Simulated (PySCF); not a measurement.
Two-component Hartree-Fock for Nd³³⁺ (neodymium, charge +33)

Start: [Ar] 3d9; 3d3/2 filled at m_j = -3/2, -1/2, +1/2, +3/2; 3d5/2 filled at m_j = -3/2, -1/2, +1/2, +3/2, +5/2. Calculated with PySCF 2.14 in an uncontracted even-tempered set (16 s from 5.9 bohr⁻², ratio 2.8; 12 p from 7.6 bohr⁻², ratio 2.8; 8 d from 7.6 bohr⁻², ratio 2.8; 3 f from 31 bohr⁻², ratio 3): generalised Hartree-Fock with the X2C-1e Hamiltonian and a Gaussian nucleus; one run each with spin-orbit coupling (SO) switched off, then screened by Boettger's factors.

| spinor shell | electrons | ε, spin-free (eV) | ε, screened SO (eV) | weight of nominal j (screened SO) | rms radius, screened SO (bohr) |
| --- | --- | --- | --- | --- | --- |
| 1s1/2 | 2 | -45130.7 | -45124.0 | 1.000 | 0.0269 |
| 2s1/2 | 2 | -8502.7 | -8500.5 | 1.000 | 0.109 |
| 2p1/2 | 2 | -7739.5 | -8107.8 | 1.000 | 0.0935 |
| 2p3/2 | 4 | -7739.5 | -7578.1 | 1.000 | 0.0994 |
| 3s1/2 | 2 | -2815.2 | -2814.6 | 1.000 | 0.277 |
| 3p1/2 | 2 | -2567.8 | -2649.7 | 0.999 | 0.268 |
| 3d3/2 | 4 | -2243.6 | -2258.8 | 0.989 | 0.249 |
| 3d5/2 | 5 | -2243.6 | -2232.7 | 0.991 | 0.252 |

**Question.** Where does 3p3/2 lie, and what is the 3p spin-orbit splitting (screened SO)?

**Answer.** At -2531.6 eV, 118.08 eV above 3p1/2.

```json
{"quantity": "E (hartree)", "spin-free": "-8977.99760", "screened SO": "-8983.01204"}
{"quantity": "M_J", "spin-free": "5/2", "screened SO": "5/2"}
{"quantity": "⟨J²⟩", "spin-free": "8.750", "screened SO": "8.750"}
{"quantity": "⟨L²⟩", "spin-free": "6.000", "screened SO": "6.024"}
{"quantity": "⟨S²⟩", "spin-free": "0.750", "screened SO": "0.774"}
```

Each row is a mean over spinors that exchange with the open shell spreads, by up to 21.230 eV (3p3/2).

Breit and QED terms are absent; they matter most for the inner s and p1/2 levels.

Densities and radii are taken from the X2C orbitals without a picture-change correction, which distorts them close to the nucleus.

Without spin-orbit coupling the j labels of p, d and f shells carry no meaning; the spin-free column gives the mean over the occupied spinors of each nl shell.
